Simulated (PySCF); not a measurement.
**Electron correlation in Al (aluminium, neutral)**

[Ne] 3s1 3p1 3d1, one real determinant (an excited configuration). Calculation: PySCF 2.14, in aug-cc-pV(Q+d)Z (7s6p5d3f2g, 89 functions); the non-relativistic Hamiltonian (point nucleus). Frozen: [Ne]; 3 electrons correlated.

```tsv
level	correlation energy (mhartree)
CCSD	-16.61
(T)	-2.95
CCSD(T)	-19.56
```

Diagnostics: T1 = 0.059, D1 = 0.1397, largest double amplitude 0.408.

The real determinant used has ⟨L²⟩ near 8 against 12 for a pure F term, so it mixes terms. The outer electron is Rydberg-like, and this basis confines it to a smaller radius and binds it less than a complete one would. T1 exceeds 0.03, a sign that the reference determinant is poor. A double-excitation amplitude exceeds 0.15, a sign of near-degeneracy.

Cost of the coupled-cluster step: roughly 11 core-seconds, for 3 correlated electrons.

The reference is one real determinant that mixes LS terms of this configuration.
